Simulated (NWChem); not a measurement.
Program: NWChem. System: silylarsine (H5AsSi), charge 0, spin multiplicity 1, at a geometry optimised with B3LYP/def2-SVP. Level: MP2/def2-TZVP, 14 core orbitals frozen.

The NWChem input:

```
start mol
memory heap 200 mb stack 900 mb global 1100 mb
geometry units angstroms nocenter noautoz
  Si     1.556857    -0.299920     0.000000
  As    -0.782922     0.210597     0.000000
  H      2.168629     0.316780     1.213199
  H      2.168629     0.316780    -1.213199
  H      1.847284    -1.763346     0.000000
  H     -1.072058    -0.810518     1.103552
  H     -1.072058    -0.810518    -1.103552
  symmetry group Cs
end
basis spherical
  * library def2-tzvp
end
scf
  rhf
  nopen 0
  maxiter 100
  thresh 1e-7
  semidirect memsize 60000000 filesize 0
end
mp2
  freeze core 14
end
task mp2 energy
```

NWChem printed:

```
             Northwest Computational Chemistry Package (NWChem) 7.3.0
             --------------------------------------------------------

                                NWChem Input Module
                                -------------------

 Scaling coordinates for geometry "geometry" by  1.889725989
 (inverse scale =  0.529177249)

 Turning off AUTOSYM since
 SYMMETRY directive was detected!

                             Geometry "geometry" -> ""
                             -------------------------

 Output coordinates in angstroms (scale by  1.889725989 to convert to a.u.)

  No.       Tag          Charge          X              Y              Z
 ---- ---------------- ---------- -------------- -------------- --------------
    1 Si                  14.0000     1.55685700    -0.29992000     0.00000000
    2 As                  33.0000    -0.78292200     0.21059700     0.00000000
    3 H                    1.0000     2.16862900     0.31678000     1.21319900
    4 H                    1.0000     2.16862900     0.31678000    -1.21319900
    5 H                    1.0000     1.84728400    -1.76334600     0.00000000
    6 H                    1.0000    -1.07205800    -0.81051800     1.10355200
    7 H                    1.0000    -1.07205800    -0.81051800    -1.10355200

 Effective nuclear repulsion energy (a.u.)     162.9399506602

            Nuclear Dipole moment (a.u.)
            ----------------------------
        X                 Y               Z
 ---------------- ---------------- ----------------
    -0.0000037795    -0.0000018897     0.0000000000

      Symmetry information
      --------------------

 Group name             Cs
 Group number              2
 Group order               2
 No. of unique centers     5

      Symmetry unique atoms

     1    2    3    5    6


 Summary of "ao basis" -> "" (spherical)
 ------------------------------------------------------------------------------
       Tag                 Description            Shells   Functions and Types
 ---------------- ------------------------------  ------  ---------------------
 *                         def2-tzvp                  on all atoms
[...]
     1   1 0 0      0.101193      0.000000     -0.000004
     1   0 1 0     -0.167304      0.000000     -0.000002
     1   0 0 1      0.000000      0.000000      0.000000

     2   2 0 0    -27.055895      0.000000    247.396682
     2   1 1 0      0.689508      0.000000    -43.294617
     2   1 0 1     -0.000000      0.000000      0.000000
     2   0 2 0    -27.225968      0.000000     26.236186
     2   0 1 1     -0.000000      0.000000      0.000000
     2   0 0 2    -25.849954      0.000000     19.210032

                   NWChem MP2 Semi-direct Energy/Gradient Module
                   ---------------------------------------------

  Basis functions       =    115
  Molecular orbitals    =    115
  Frozen core           =     14
  Frozen virtuals       =      0
  Active alpha occupied =     12
  Active beta occupied  =     12
  Active alpha virtual  =     89
  Active beta virtual   =     89
  Use MO symmetry       = T
  Use skeleton AO sym   = T

  AO/Fock/Back tols     =   1.0D-09  1.0D-09  1.0D-09

 GA uses MA = F    GA memory limited = T

 Available:
  local mem=  1.26D+08
 global mem=  1.44D+08
 local disk=  0.00D+00
  mp2_memr nvloc                    89
  nvloc new                    89
   1 passes of  12:        5242880                      80357                  23462081.
   1 passes of  12: M    126143174           G      144152750           F     120900294.

 Semi-direct pass number   1 of   1  for RHF alpha+beta  at        4.0s
  vrange nnbf                  6455
  mp2_eaftype                    89  avail_ma_in_mb                  1099
 EAF : mp2_eaftype filesize          89   11731040.
  mp2_eaf for mointskh                     89
Node 0 wrote     55.2 Mb in      0.0 s     Agg I/O rate:  1671.3 Mb/s
 Done moints_semi at       12.1s
  mp2_eaftype                    89  avail_ma_in_mb                  1010
 EAF : mp2_eaftype filesize          89   11731040.
  mp2_eaf for kh                    89
 Done maket at       12.3s
 Done multipass loop at       12.3s

          -------------------------------------------
          SCF energy               -2526.048946593568
          Correlation energy          -0.392297046715
          Singlet pairs               -0.252719895682
          Triplet pairs               -0.139577151032
          Total MP2 energy         -2526.441243640283
          -------------------------------------------

          ---------------------------------------------------
                    Spin Component Scaled (SCS) MP2
          Same spin pairs                     -0.093051434021
          Same spin scaling factor             0.333333333333
          Opposite spin pairs                 -0.299245612693
          Opposite spin scaling fact.          1.200000000000
          SCS-MP2 correlation energy          -0.390111879906
          Total SCS-MP2 energy             -2526.439058473474
          ---------------------------------------------------

 -----------------------
 Performance information
 -----------------------

 Timer overhead =  1.87D-07 seconds/call

               Nr. of calls         CPU time (s)                 Wall time (s)                GFlops
             ---------------    -------------------     ------------------------------   -------------------
Name         Min   Avg   Max    Min     Avg     Max     Min     Avg     Max   Mx/calls   Min     Max     Sum
mp2: moin     1     1     1    8.1     8.1     8.1      8.1     8.1     8.1     8.1      0.0     0.0     0.0
mp2: make     1     1     1   0.18    0.18    0.18     0.18    0.18    0.18    0.18      0.0     0.0     0.0
mp2: tota     1     1     1    8.3     8.3     8.3      8.3     8.3     8.3     8.3      0.0     0.0     0.0

 The average no. of pstat calls per process was 3.00D+00
 with a timing overhead of 5.62D-07s

 Task  times  cpu:       12.3s     wall:       12.3s

 Total times  cpu:       12.3s     wall:       12.3s
```
